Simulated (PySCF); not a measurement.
**Bonding in `C=N[SiH2]N(C)[SiH2]C[SiH3]`**

Species: C₃H₁₄N₂Si₃.
Numbering: `[CH2:1]=[N:2][SiH2:3][N:4]([CH3:5])[SiH2:6][CH2:7][SiH3:8]` (hydrogens: H9, H10 on C1; H11, H12 on Si3; H13, H14, H15 on C5; H16, H17 on Si6; H18, H19 on C7; H20, H21, H22 on Si8)

Geometry (GFN2-xTB, Å), atoms numbered from 1 in this order:
```xyz
22
C3H14N2Si3 angstrom
C      3.4090    1.7934    0.2017
N      2.8236    0.7011    0.3222
Si     1.3497    0.2551    1.1083
N      0.5608   -0.7876   -0.0216
C      0.8611   -0.6898   -1.4361
Si    -0.8564   -1.6944    0.3942
C     -2.4320   -0.9132   -0.3327
Si    -2.6705    0.9306    0.0426
H      4.3656    1.8333   -0.3157
H      3.0361    2.7501    0.5817
H      0.4937    1.3854    1.5087
H      1.7848   -0.5223    2.2668
H      1.8778   -0.3275   -1.5738
H      0.7726   -1.6722   -1.9019
H      0.1754   -0.0071   -1.9491
H     -0.9099   -1.7212    1.8545
H     -0.6786   -3.0463   -0.1602
H     -2.4302   -1.0508   -1.4147
H     -3.2946   -1.4672    0.0365
H     -3.9531    1.3767   -0.5198
H     -2.6848    1.1645    1.4884
H     -1.6104    1.7288   -0.5816
```

Bond orders from the PBE0/pcSseg-1 density (PySCF). One conformer (not necessarily the lowest) at the GFN2-xTB geometry, without solvent, vibrations or thermal averaging.

Q: How far do the computed orders between heavy atoms stray from the drawn ones?

A: The largest departure is 0.108, at Si6–C7 (drawn single, 0.892).

Q: Give the Mayer order of every bond, beside its length.

A: 
```csv
bond,drawn as,length (Å),Mayer order
C1–N2,double,1.245,1.963
N2–Si3,single,1.729,0.944
Si3–N4,single,1.728,0.937
N4–C5,single,1.449,0.937
N4–Si6,single,1.733,0.920
Si6–C7,single,1.903,0.892
C7–Si8,single,1.897,0.918
C1–H9,single,1.088,0.933
C1–H10,single,1.095,0.931
Si3–H11,single,1.473,0.865
Si3–H12,single,1.461,0.928
C5–H13,single,1.088,0.955
C5–H14,single,1.091,0.959
C5–H15,single,1.095,0.960
Si6–H16,single,1.462,0.959
Si6–H17,single,1.472,0.952
C7–H18,single,1.091,0.935
C7–H19,single,1.090,0.936
Si8–H20,single,1.470,0.949
Si8–H21,single,1.465,0.946
Si8–H22,single,1.466,0.945
```

By pair of heavy elements: C–N: lowest N4–C5 (0.937, 1.449 Å), highest C1–N2 (1.963, 1.245 Å). N–Si: lowest N4–Si6 (0.920, 1.733 Å), highest N2–Si3 (0.944, 1.729 Å). C–Si: lowest Si6–C7 (0.892, 1.903 Å), highest C7–Si8 (0.918, 1.897 Å).

Q: Sum the orders of all bonds at each heavy atom with more than one neighbour and set the sums beside the valence in the SMILES.

A: C1 3.827 (drawn 4), N2 2.907 (drawn 3), Si3 3.674 (drawn 4), N4 2.794 (drawn 3), C5 3.811 (drawn 4), Si6 3.723 (drawn 4), C7 3.681 (drawn 4), Si8 3.758 (drawn 4). Orders between atoms that aren't bonded are not in these sums.

The Mayer order sums products of elements of PS (density times overlap matrix) between the two atoms' basis functions, so it depends on the basis set.
